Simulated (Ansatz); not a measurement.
# Molecular dynamics of ClF2H4OPTi

Input:

```yaml
crystal:
  periodic: [false, false, false]
  atoms:
    - { symbol: Ti, position_ang: [-0.379787, -0.092223, -0.409499] }
    - { symbol: Cl, position_ang: [0.256122, 1.125753, 2.059214] }
    - { symbol: O, position_ang: [1.051409, -1.068376, -0.013848] }
    - { symbol: H, position_ang: [1.730174, -0.733368, 0.606365] }
    - { symbol: F, position_ang: [-0.134598, 1.519364, -1.044639] }
    - { symbol: F, position_ang: [-1.133855, -0.961606, -1.722095] }
    - { symbol: P, position_ang: [-2.260553, -0.449402, 1.314779] }
    - { symbol: H, position_ang: [-3.582144, -0.31297, 0.781394] }
    - { symbol: H, position_ang: [-2.255562, -1.844468, 1.6274] }
    - { symbol: H, position_ang: [-1.163307, 0.553096, 2.203729] }
basis:
  gaussian: { orbitals: def2-SVP }
hamiltonian:
  xc: pbe
md:
  timestep: 0.5
  n_steps: 200
  ensemble: nve
  temperature: 100.0
  initial_velocities: maxwell_boltzmann
  seed: 8822
```

Run as:

```bash
$ ansatz run input.yaml --threads 4 --pin off --max-ram 5120MiB --backend cpu --events-out ev --progress --plain --runs-dir out
```

It starts at the highest image of a converged band. Of that band: A structure lower than the first end lies on the path between it and the top, so the climb from that side starts below the end, which may itself be a saddle point or a shallow side well. A vibrational analysis at the climbing image gives 2 clearly imaginary modes (443i, 66i cm⁻¹): a point of higher order, so a lower path passes nearby.

Output, in part (one step line in 3, the closing report, with atoms numbered from 0):

```
md step     0: t =     0.00 fs  T =   100.0 K  F+E_penalty+E_count = -52440.18876735 eV  E_kin = 0.103408 eV  conserved = -52440.08535935 eV  (30 SCF iters)
md step     3: t =     1.50 fs  T =    87.1 K  F+E_penalty+E_count = -52440.17510893 eV  E_kin = 0.090024 eV  conserved = -52440.08508505 eV  (34 SCF iters)
md step     6: t =     3.00 fs  T =    76.6 K  F+E_penalty+E_count = -52440.16424306 eV  E_kin = 0.079232 eV  conserved = -52440.08501102 eV  (33 SCF iters)
md step     9: t =     4.50 fs  T =    78.6 K  F+E_penalty+E_count = -52440.16644754 eV  E_kin = 0.081240 eV  conserved = -52440.08520733 eV  (34 SCF iters)
md step    12: t =     6.00 fs  T =    74.0 K  F+E_penalty+E_count = -52440.16161489 eV  E_kin = 0.076507 eV  conserved = -52440.08510800 eV  (34 SCF iters)
md step    15: t =     7.50 fs  T =    70.1 K  F+E_penalty+E_count = -52440.15765786 eV  E_kin = 0.072529 eV  conserved = -52440.08512911 eV  (34 SCF iters)
md step    18: t =     9.00 fs  T =    64.5 K  F+E_penalty+E_count = -52440.15191331 eV  E_kin = 0.066709 eV  conserved = -52440.08520468 eV  (34 SCF iters)
md step    21: t =    10.50 fs  T =    53.0 K  F+E_penalty+E_count = -52440.13975871 eV  E_kin = 0.054820 eV  conserved = -52440.08493887 eV  (35 SCF iters)
md step    24: t =    12.00 fs  T =    61.1 K  F+E_penalty+E_count = -52440.14826078 eV  E_kin = 0.063179 eV  conserved = -52440.08508194 eV  (34 SCF iters)
md step    27: t =    13.50 fs  T =    73.9 K  F+E_penalty+E_count = -52440.16168791 eV  E_kin = 0.076370 eV  conserved = -52440.08531772 eV  (35 SCF iters)
md step    30: t =    15.00 fs  T =    66.4 K  F+E_penalty+E_count = -52440.15370753 eV  E_kin = 0.068617 eV  conserved = -52440.08509101 eV  (36 SCF iters)
md step    33: t =    16.50 fs  T =    61.1 K  F+E_penalty+E_count = -52440.14819386 eV  E_kin = 0.063154 eV  conserved = -52440.08504032 eV  (36 SCF iters)
md step    36: t =    18.00 fs  T =    65.0 K  F+E_penalty+E_count = -52440.15244958 eV  E_kin = 0.067264 eV  conserved = -52440.08518545 eV  (32 SCF iters)
md step    39: t =    19.50 fs  T =    66.0 K  F+E_penalty+E_count = -52440.15326095 eV  E_kin = 0.068202 eV  conserved = -52440.08505890 eV  (36 SCF iters)
md step    42: t =    21.00 fs  T =    72.4 K  F+E_penalty+E_count = -52440.16007706 eV  E_kin = 0.074873 eV  conserved = -52440.08520453 eV  (36 SCF iters)
md step    45: t =    22.50 fs  T =    70.2 K  F+E_penalty+E_count = -52440.15783579 eV  E_kin = 0.072617 eV  conserved = -52440.08521887 eV  (36 SCF iters)
md step    48: t =    24.00 fs  T =    59.0 K  F+E_penalty+E_count = -52440.14589582 eV  E_kin = 0.060960 eV  conserved = -52440.08493558 eV  (35 SCF iters)
md step    51: t =    25.50 fs  T =    67.5 K  F+E_penalty+E_count = -52440.15486355 eV  E_kin = 0.069792 eV  conserved = -52440.08507136 eV  (35 SCF iters)
md step    54: t =    27.00 fs  T =    81.6 K  F+E_penalty+E_count = -52440.16973340 eV  E_kin = 0.084431 eV  conserved = -52440.08530227 eV  (32 SCF iters)
md step    57: t =    28.50 fs  T =    78.6 K  F+E_penalty+E_count = -52440.16636476 eV  E_kin = 0.081282 eV  conserved = -52440.08508257 eV  (35 SCF iters)
md step    60: t =    30.00 fs  T =    78.0 K  F+E_penalty+E_count = -52440.16580734 eV  E_kin = 0.080679 eV  conserved = -52440.08512883 eV  (36 SCF iters)
md step    63: t =    31.50 fs  T =    79.6 K  F+E_penalty+E_count = -52440.16744999 eV  E_kin = 0.082340 eV  conserved = -52440.08511036 eV  (36 SCF iters)
md step    66: t =    33.00 fs  T =    85.2 K  F+E_penalty+E_count = -52440.17309537 eV  E_kin = 0.088086 eV  conserved = -52440.08500890 eV  (35 SCF iters)
md step    69: t =    34.50 fs  T =   102.4 K  F+E_penalty+E_count = -52440.19110162 eV  E_kin = 0.105853 eV  conserved = -52440.08524838 eV  (36 SCF iters)
md step    72: t =    36.00 fs  T =   105.3 K  F+E_penalty+E_count = -52440.19415970 eV  E_kin = 0.108868 eV  conserved = -52440.08529162 eV  (32 SCF iters)
md step    75: t =    37.50 fs  T =    92.1 K  F+E_penalty+E_count = -52440.18021181 eV  E_kin = 0.095279 eV  conserved = -52440.08493289 eV  (36 SCF iters)
md step    78: t =    39.00 fs  T =    98.5 K  F+E_penalty+E_count = -52440.18698336 eV  E_kin = 0.101886 eV  conserved = -52440.08509726 eV  (35 SCF iters)
md step    81: t =    40.50 fs  T =   111.5 K  F+E_penalty+E_count = -52440.20046308 eV  E_kin = 0.115272 eV  conserved = -52440.08519138 eV  (34 SCF iters)
md step    84: t =    42.00 fs  T =   118.2 K  F+E_penalty+E_count = -52440.20728593 eV  E_kin = 0.122185 eV  conserved = -52440.08510090 eV  (34 SCF iters)
md step    87: t =    43.50 fs  T =   125.1 K  F+E_penalty+E_count = -52440.21465434 eV  E_kin = 0.129414 eV  conserved = -52440.08524062 eV  (34 SCF iters)
md step    90: t =    45.00 fs  T =   119.9 K  F+E_penalty+E_count = -52440.20919723 eV  E_kin = 0.124037 eV  conserved = -52440.08515987 eV  (35 SCF iters)
md step    93: t =    46.50 fs  T =   114.7 K  F+E_penalty+E_count = -52440.20349213 eV  E_kin = 0.118583 eV  conserved = -52440.08490918 eV  (34 SCF iters)
md step    96: t =    48.00 fs  T =   131.9 K  F+E_penalty+E_count = -52440.22162191 eV  E_kin = 0.136365 eV  conserved = -52440.08525724 eV  (35 SCF iters)
md step    99: t =    49.50 fs  T =   137.7 K  F+E_penalty+E_count = -52440.22768551 eV  E_kin = 0.142415 eV  conserved = -52440.08527096 eV  (35 SCF iters)
md step   102: t =    51.00 fs  T =   127.6 K  F+E_penalty+E_count = -52440.21701805 eV  E_kin = 0.132000 eV  conserved = -52440.08501794 eV  (35 SCF iters)
md step   105: t =    52.50 fs  T =   127.9 K  F+E_penalty+E_count = -52440.21739713 eV  E_kin = 0.132284 eV  conserved = -52440.08511304 eV  (35 SCF iters)
md step   108: t =    54.00 fs  T =   131.7 K  F+E_penalty+E_count = -52440.22128378 eV  E_kin = 0.136158 eV  conserved = -52440.08512565 eV  (35 SCF iters)
md step   111: t =    55.50 fs  T =   138.7 K  F+E_penalty+E_count = -52440.22841641 eV  E_kin = 0.143394 eV  conserved = -52440.08502280 eV  (34 SCF iters)
md step   114: t =    57.00 fs  T =   154.3 K  F+E_penalty+E_count = -52440.24487941 eV  E_kin = 0.159552 eV  conserved = -52440.08532772 eV  (35 SCF iters)
md step   117: t =    58.50 fs  T =   150.6 K  F+E_penalty+E_count = -52440.24084557 eV  E_kin = 0.155684 eV  conserved = -52440.08516149 eV  (35 SCF iters)
md step   120: t =    60.00 fs  T =   144.3 K  F+E_penalty+E_count = -52440.23411220 eV  E_kin = 0.149194 eV  conserved = -52440.08491788 eV  (35 SCF iters)
md step   123: t =    61.50 fs  T =   161.2 K  F+E_penalty+E_count = -52440.25189565 eV  E_kin = 0.166708 eV  conserved = -52440.08518803 eV  (35 SCF iters)
md step   126: t =    63.00 fs  T =   174.0 K  F+E_penalty+E_count = -52440.26516310 eV  E_kin = 0.179896 eV  conserved = -52440.08526708 eV  (34 SCF iters)
md step   129: t =    64.50 fs  T =   173.0 K  F+E_penalty+E_count = -52440.26394466 eV  E_kin = 0.178866 eV  conserved = -52440.08507828 eV  (34 SCF iters)
md step   132: t =    66.00 fs  T =   174.4 K  F+E_penalty+E_count = -52440.26550742 eV  E_kin = 0.180295 eV  conserved = -52440.08521221 eV  (36 SCF iters)
md step   135: t =    67.50 fs  T =   169.7 K  F+E_penalty+E_count = -52440.26050637 eV  E_kin = 0.175460 eV  conserved = -52440.08504627 eV  (36 SCF iters)
md step   138: t =    69.00 fs  T =   174.9 K  F+E_penalty+E_count = -52440.26587863 eV  E_kin = 0.180881 eV  conserved = -52440.08499770 eV  (35 SCF iters)
md step   141: t =    70.50 fs  T =   193.3 K  F+E_penalty+E_count = -52440.28519394 eV  E_kin = 0.199881 eV  conserved = -52440.08531291 eV  (35 SCF iters)
md step   144: t =    72.00 fs  T =   192.1 K  F+E_penalty+E_count = -52440.28390100 eV  E_kin = 0.198668 eV  conserved = -52440.08523282 eV  (35 SCF iters)
md step   147: t =    73.50 fs  T =   181.2 K  F+E_penalty+E_count = -52440.27229836 eV  E_kin = 0.187357 eV  conserved = -52440.08494158 eV  (31 SCF iters)
md step   150: t =    75.00 fs  T =   190.1 K  F+E_penalty+E_count = -52440.28177916 eV  E_kin = 0.196625 eV  conserved = -52440.08515369 eV  (34 SCF iters)
md step   153: t =    76.50 fs  T =   200.6 K  F+E_penalty+E_count = -52440.29261514 eV  E_kin = 0.207442 eV  conserved = -52440.08517266 eV  (34 SCF iters)
md step   156: t =    78.00 fs  T =   206.5 K  F+E_penalty+E_count = -52440.29870868 eV  E_kin = 0.213577 eV  conserved = -52440.08513202 eV  (35 SCF iters)
md step   159: t =    79.50 fs  T =   210.2 K  F+E_penalty+E_count = -52440.30256539 eV  E_kin = 0.217328 eV  conserved = -52440.08523711 eV  (35 SCF iters)
md step   162: t =    81.00 fs  T =   203.0 K  F+E_penalty+E_count = -52440.29496823 eV  E_kin = 0.209904 eV  conserved = -52440.08506410 eV  (35 SCF iters)
md step   165: t =    82.50 fs  T =   205.2 K  F+E_penalty+E_count = -52440.29712759 eV  E_kin = 0.212180 eV  conserved = -52440.08494801 eV  (33 SCF iters)
md step   168: t =    84.00 fs  T =   226.0 K  F+E_penalty+E_count = -52440.31900876 eV  E_kin = 0.233700 eV  conserved = -52440.08530839 eV  (34 SCF iters)
md step   171: t =    85.50 fs  T =   229.0 K  F+E_penalty+E_count = -52440.32201406 eV  E_kin = 0.236764 eV  conserved = -52440.08525002 eV  (33 SCF iters)
md step   174: t =    87.00 fs  T =   218.2 K  F+E_penalty+E_count = -52440.31064492 eV  E_kin = 0.225639 eV  conserved = -52440.08500578 eV  (33 SCF iters)
md step   177: t =    88.50 fs  T =   221.0 K  F+E_penalty+E_count = -52440.31366633 eV  E_kin = 0.228577 eV  conserved = -52440.08508951 eV  (34 SCF iters)
md step   180: t =    90.00 fs  T =   231.0 K  F+E_penalty+E_count = -52440.32407229 eV  E_kin = 0.238910 eV  conserved = -52440.08516259 eV  (34 SCF iters)
md step   183: t =    91.50 fs  T =   240.0 K  F+E_penalty+E_count = -52440.33335212 eV  E_kin = 0.248213 eV  conserved = -52440.08513894 eV  (35 SCF iters)
md step   186: t =    93.00 fs  T =   245.9 K  F+E_penalty+E_count = -52440.33958973 eV  E_kin = 0.254299 eV  conserved = -52440.08529038 eV  (36 SCF iters)
md step   189: t =    94.50 fs  T =   236.2 K  F+E_penalty+E_count = -52440.32935283 eV  E_kin = 0.244300 eV  conserved = -52440.08505333 eV  (36 SCF iters)
md step   192: t =    96.00 fs  T =   235.8 K  F+E_penalty+E_count = -52440.32874126 eV  E_kin = 0.243811 eV  conserved = -52440.08493011 eV  (26 SCF iters)
md step   195: t =    97.50 fs  T =   257.0 K  F+E_penalty+E_count = -52440.35098835 eV  E_kin = 0.265736 eV  conserved = -52440.08525204 eV  (35 SCF iters)
md step   198: t =    99.00 fs  T =   265.4 K  F+E_penalty+E_count = -52440.35974195 eV  E_kin = 0.274437 eV  conserved = -52440.08530458 eV  (33 SCF iters)
md step   200: t =   100.00 fs  T =   258.9 K  F+E_penalty+E_count = -52440.35282168 eV  E_kin = 0.267735 eV  conserved = -52440.08508659 eV  (31 SCF iters)
Total energy: -52440.35291467 eV, -1927.1474242664 hartree
Atom 0 at    -0.508804    -0.204695    -0.502891 Å, force     0.322457     0.431978    -0.222486 eV/Å
Atom 1 at     0.560260     1.397026     2.261725 Å, force     0.354207     0.170376     0.091121 eV/Å
Atom 2 at     0.889276    -1.087597     0.173485 Å, force    -0.707714    -0.294398    -0.625738 eV/Å
Atom 3 at     1.467536    -0.640557     0.800042 Å, force     0.543547     0.378667     0.611886 eV/Å
Atom 4 at    -0.257760     1.510351    -0.836487 Å, force    -0.161961    -0.416289     0.087788 eV/Å
Atom 5 at    -1.077830    -1.001707    -1.936707 Å, force     0.009691    -0.168923    -0.254045 eV/Å
Atom 6 at    -2.292401    -0.565899     1.160636 Å, force     0.139969    -0.090339     0.480669 eV/Å
Atom 7 at    -3.351256     0.042338     0.424659 Å, force    -0.177352     0.048464    -0.218282 eV/Å
Atom 8 at    -2.554770    -1.928050     0.755930 Å, force     0.011681     0.161972     0.004616 eV/Å
Atom 9 at    -0.584441     0.799709     2.436032 Å, force    -0.334526    -0.221508     0.044472 eV/Å
Dipole moment:     0.044446    -0.053554     0.183890 e Å
```

The run went to its last step. The conserved energy stayed within 0.046 meV per atom of its start (net change 0.027 meV per atom), so the integration is sound. The kinetic energy rose, since the run started high on the potential surface and went downhill. It ends in pieces (ClH + F2H3OPTi), so much of that is their flight and rotation, not heat. A run of 0.1 ps of so small a system gives no equilibrium averages. The orbitals stay closed-shell, which can raise the energy where a bond breaks towards radicals; this wasn't checked here.

Between its relaxed ends the band would form Ti1–P7, Cl2–H10 and break Ti1–Cl2, P7–H10. These pairs go: Ti1–P7 2.58 → 2.47 Å, Cl2–H10 1.54 → 1.30 Å, Ti1–Cl2 2.83 → 3.37 Å, P7–H10 1.73 → 2.53 Å. In the last frame they stand as after the step (other bonds may differ from the relaxed reactants and products). It ends as ClH + F2H3OPTi by the count below, though a long contact still joins these pieces: Ti1–Cl2, 3.37 Å. Pairs count as bonded within 1.25 times the sum of covalent radii (0.12 Å more for H–H).

Last frame:

```xyz
10
Properties=species:S:1:pos:R:3
Ti -0.509 -0.205 -0.503
Cl 0.560 1.397 2.262
O 0.889 -1.088 0.173
H 1.468 -0.641 0.800
F -0.258 1.510 -0.837
F -1.078 -1.002 -1.937
P -2.292 -0.566 1.161
H -3.351 0.042 0.425
H -2.555 -1.928 0.756
H -0.584 0.800 2.436
```

The run took 3.4 min on 4 threads of Intel(R) Xeon(R) 6975P-C (Granite Rapids) (shared host), peak memory 0.21 GiB.
